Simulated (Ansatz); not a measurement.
Species: Ag₂ (charge 0, singlet). SMILES: [Ag][Ag]
Coordinates optimised at B3LYP-D3(BJ)/def2-TZVP (Ansatz, a program for electronic structure):
```xyz
2

Ag     0.0000     0.0000    -1.2983
Ag     0.0000     0.0000     1.2983
```
Charge 0, spin multiplicity 1.

Quantity: vertical ionisation energy (to the doublet state of charge +1; each state is the SCF solution reached for its spin), in eV. Valence correlation only, unless marked. Open shells are spin-unrestricted. Spin-orbit coupling is left out. Frozen are the shells of the preceding noble gas and the d and f shells that filled before the atom's block. Past Kr the def2 sets carry scalar-relativistic core potentials. CBS marks a two-point X^-3 extrapolation of the correlation energy; Hartree-Fock from the larger set.

```json
[
 {"level": "SVWN5/def2-TZVPD", "program": "Ansatz", "vertical ionisation energy (eV)": "8.42", "minus last row": "0.79"},
 {"level": "PBE0/def2-TZVPD", "program": "Ansatz", "vertical ionisation energy (eV)": "7.62", "minus last row": "-0.01"},
 {"level": "BHLYP/def2-TZVPD", "program": "Ansatz", "vertical ionisation energy (eV)": "7.33", "minus last row": "-0.30"},
 {"level": "CAM-B3LYP/def2-TZVPD", "program": "Ansatz", "vertical ionisation energy (eV)": "7.66", "minus last row": "0.03"},
 {"level": "CCSD/def2-SVPD", "program": "Ansatz", "vertical ionisation energy (eV)": "7.02", "minus last row": "-0.61"},
 {"level": "CCSD/def2-TZVPPD", "program": "Ansatz", "vertical ionisation energy (eV)": "7.15", "minus last row": "-0.48"},
 {"level": "CCSD/def2-QZVPPD", "program": "Ansatz", "vertical ionisation energy (eV)": "7.28", "minus last row": "-0.35"},
 {"level": "CCSD(T)/def2-TZVPPD", "program": "Ansatz", "vertical ionisation energy (eV)": "7.33", "minus last row": "-0.30"},
 {"level": "CCSD(T)/def2-QZVPPD", "program": "Ansatz", "vertical ionisation energy (eV)": "7.50", "minus last row": "-0.13"},
 {"level": "CCSD(T)/CBS(def2-TZVPPD,def2-QZVPPD)", "program": "Ansatz", "vertical ionisation energy (eV)": "7.63", "minus last row": "0.00"}
]
```
